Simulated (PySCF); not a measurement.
# Spin states of BI⁺

Unrestricted PBE0; basis B def2-SVPD, I def2-SVPD with ECP28; scalar-relativistic core potentials; PySCF 2.14. Outer shells of the fragments: B+ 2s2; I 4d10 5s2 5p5.

Followed along the bond (rough minima from three points):

```csv
2Ms+1,unpaired,⟨S²⟩ at the start,R at minimum (Å),Te (eV)
2,σ ↑,0.77,1.96,0.00
4,"σ ↑, π ↑↑",3.75,2.20,3.25
2,π ↑,0.75,none in the scan,≤ 1.70
```

Solutions found at the starting distance of 2.225 Å, counted from the lowest of them; the search is not exhaustive and high or unbound solutions are not listed, so other states can lie among these:

```csv
2Ms+1,unpaired,term,E (eV),⟨S²⟩,⟨Lz²⟩,μ (D)
2,σ ↑,²Σ⁺,0.00,0.77,0.00,-4.20
2,π ↑,²Π,1.32,0.75,1.01,-1.42
4,"σ ↑, π ↑↑",mixed,2.68,3.75,2.01,-1.78
4,"σ ↑, π ↑↑",mixed,2.90,3.75,2.01,-1.90
2,"σ ↑, π ↑↓",mixed,3.02,1.75,2.01,-1.93
2,π ↑,²Π,3.37,0.87,1.01,-4.87
2,"σ ↑, π ↑↓",mixed,3.78,1.77,2.01,-1.40
4,"σ ↑↑, π ↑",⁴Π,5.57,3.75,1.01,-4.05
4,"σ ↑↑, π ↑",⁴Π,5.87,3.77,1.00,-2.61
4,σ ↑↑↑,⁴Σ⁺,8.63,3.84,0.00,-4.49
```

A term symbol is given only where ⟨S²⟩ and ⟨Lz²⟩ are close to those of a pure state; real π, δ and φ orbitals otherwise mix terms. A positive dipole points towards I; it is taken about the centre of mass and depends on that origin.

Spin–orbit coupling is left out. Counting both spins, an empty level lies below a filled one in some of these solutions, because spin and occupation are held.
